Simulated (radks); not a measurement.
Spherical quantum dot in the effective-mass picture: electrons in a hard-walled sphere of radius 5.29, all in effective atomic units (hartree* = m*/eps^2 hartree, bohr* = eps/m* bohr), one dielectric constant everywhere. Method: non-relativistic Kohn-Sham, PBEsol, spin-polarised, spherical densities; computed with a radial shooting solver with Libxc functionals. Levels are named by radial order and angular momentum (1s, 1p, 1d, 2s, ...), and open shells are averaged over m. Results are scaled to m* = 0.458 and eps = 17.8, for which hartree* = 39.33 meV and bohr* = 2.057 nm.

N = 16, configuration 1s2 1p6 1d(up 5, down 3). This is the lowest configuration that the search found. Occupied and some empty levels:

level    occupation  eigenvalue (meV)  <r> (nm)
1s up             1            154.44     7.419
1s down           1            155.18     7.397
1p up             3            157.99     7.661
1p down           3            158.76     7.649
1d up             5            164.23     7.885
1d down           3            165.03     7.878
1f up             0            172.84     8.079
1f down           0            173.66     8.075
2s up             0            181.20     4.948
2s down           0            181.52     4.938
2p up             0            192.68     5.740
2p down           0            193.12     5.729

Energy (meV): total 1398.52, kinetic 349.72, external 0, Hartree 1232.9, exchange-correlation -184.14.

Electron density:

r (nm)  n(r) (e/nm^3)
0.585       0.0001595
1.13        0.0001948
1.67        0.0002625
2.21        0.0003750
2.75        0.0005500
3.29        0.0008095
3.83         0.001179
4.37         0.001676
4.92         0.002314
5.46         0.003084
6.00         0.003939
6.54         0.004783
7.08         0.005461
7.62         0.005767
8.16         0.005513
8.70         0.004608
9.24         0.003171
9.79         0.001592
10.3        0.0004201
10.9        8.862e-07
